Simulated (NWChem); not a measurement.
Species: BeSiH4; SMILES [BeH][SiH3]

**Question.** Give the equilibrium geometry at PBE0/def2-SVP (NWChem) as a Z-matrix, with the point group.

**Answer.** point group C3v; any orientation.
```
Si
H 1 1.5007
H 1 1.5007 2 106.73
H 1 1.5008 2 106.73 3 113.84
Be 1 2.1932 2 112.19 3 -123.11
H 5 1.3401 4 153.13 1 179.88
```
